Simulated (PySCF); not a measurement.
State search for TcO

Unrestricted PBE0; PySCF, scalar-relativistic core potentials, basis sets Tc def2-TZVPP with ECP28, O def2-TZVPP. Outer shells of the fragments: Tc 4d5 5s2; O 2s2 2p4.

Followed along the bond (rough minima from three points):

| 2Ms+1 | unpaired | ⟨S²⟩ at the start | R at minimum (Å) | Te (eV) |
| --- | --- | --- | --- | --- |
| 6 | σ ↑, π ↑↑, δ ↑↑ | 8.78 | 1.71 | 0.00 |
| 4 | σ ↑, π ↑, δ ↑ | 3.98 | 1.65 | 0.66 |
| 4 | σ ↑, π ↑, δ ↑ | 3.99 | 1.65 | 0.71 |
| 4 | π ↑↑, δ ↑ | 4.59 | 1.71 | 1.10 |
| 4 | σ ↑, π ↑↓, δ ↑↑ | 4.78 | 1.72 | 1.13 |
| 4 | π ↑, δ ↑↑ | 4.20 | 1.68 | 1.38 |

Solutions found at the starting distance of 1.840 Å, counted from the lowest of them; the search is not exhaustive and high or unbound solutions are not listed, so other states can lie among these:

```json
{"2Ms+1": "6", "unpaired": "σ ↑, π ↑↑, δ ↑↑", "term": "⁶Σ⁺", "E (eV)": "0.00", "⟨S²⟩": "8.78", "⟨Lz²⟩": "0.00", "μ (D)": "-4.72"}
{"2Ms+1": "4", "unpaired": "σ ↑, π ↑, δ ↑", "term": "mixed", "E (eV)": "0.98", "⟨S²⟩": "3.98", "⟨Lz²⟩": "4.59", "μ (D)": "-4.29"}
{"2Ms+1": "4", "unpaired": "σ ↑, π ↑, δ ↑", "term": "mixed", "E (eV)": "1.03", "⟨S²⟩": "3.99", "⟨Lz²⟩": "5.03", "μ (D)": "-4.27"}
{"2Ms+1": "4", "unpaired": "σ ↑, π ↑↓, δ ↑↑", "term": "mixed", "E (eV)": "1.06", "⟨S²⟩": "4.78", "⟨Lz²⟩": "2.02", "μ (D)": "-4.34"}
{"2Ms+1": "4", "unpaired": "π ↑↑, δ ↑", "term": "mixed", "E (eV)": "1.11", "⟨S²⟩": "4.59", "⟨Lz²⟩": "3.93", "μ (D)": "-5.13"}
{"2Ms+1": "4", "unpaired": "π ↑, δ ↑↑", "term": "mixed", "E (eV)": "1.42", "⟨S²⟩": "4.20", "⟨Lz²⟩": "1.31", "μ (D)": "-3.61"}
{"2Ms+1": "4", "unpaired": "σ ↓, π ↑↑, δ ↑↑", "term": "mixed", "E (eV)": "1.47", "⟨S²⟩": "4.77", "⟨Lz²⟩": "0.00", "μ (D)": "-4.53"}
{"2Ms+1": "4", "unpaired": "σ ↑, π ↑↑, δ ↑↓", "term": "mixed", "E (eV)": "1.47", "⟨S²⟩": "4.76", "⟨Lz²⟩": "8.01", "μ (D)": "-4.26"}
{"2Ms+1": "2", "unpaired": "π ↑↓, δ ↑", "term": "mixed", "E (eV)": "1.61", "⟨S²⟩": "2.61", "⟨Lz²⟩": "6.54", "μ (D)": "-4.65"}
{"2Ms+1": "2", "unpaired": "σ ↑, π ↓, δ ↑", "term": "mixed", "E (eV)": "1.63", "⟨S²⟩": "1.87", "⟨Lz²⟩": "4.80", "μ (D)": "-4.49"}
{"2Ms+1": "6", "unpaired": "σ ↑↑, π ↑, δ ↑↑", "term": "mixed", "E (eV)": "1.64", "⟨S²⟩": "9.20", "⟨Lz²⟩": "1.03", "μ (D)": "-1.07"}
{"2Ms+1": "4", "unpaired": "σ ↑, δ ↑↑", "term": "mixed", "E (eV)": "1.73", "⟨S²⟩": "4.13", "⟨Lz²⟩": "2.02", "μ (D)": "-3.87"}
{"2Ms+1": "2", "unpaired": "σ ↓, π ↑, δ ↑", "term": "mixed", "E (eV)": "1.81", "⟨S²⟩": "1.86", "⟨Lz²⟩": "5.34", "μ (D)": "-4.41"}
{"2Ms+1": "2", "unpaired": "π ↑↓, δ ↑", "term": "mixed", "E (eV)": "2.08", "⟨S²⟩": "1.77", "⟨Lz²⟩": "6.10", "μ (D)": "-5.18"}
```

A term symbol is given only where ⟨S²⟩ and ⟨Lz²⟩ are close to those of a pure state; real π, δ and φ orbitals otherwise mix terms. A positive dipole means Tc(−)O(+).

Problem. Compare the gap between the two lowest followed solutions at the starting distance with the gap between their minima.

Solution. At PBE0 the second solution (quartet, unpaired electrons σ ↑, π ↑, δ ↑) lies +0.98 eV from the first (sextet, unpaired electrons σ ↑, π ↑↑, δ ↑↑) at 1.840 Å and +0.66 eV at the minima; the two curves relax by different amounts, since their minima lie near 1.65 and 1.71 Å.

Spin–orbit coupling is left out. The state is the lowest single determinant that the PBE0 search found; with open d or f shells the true ground state can be another one.
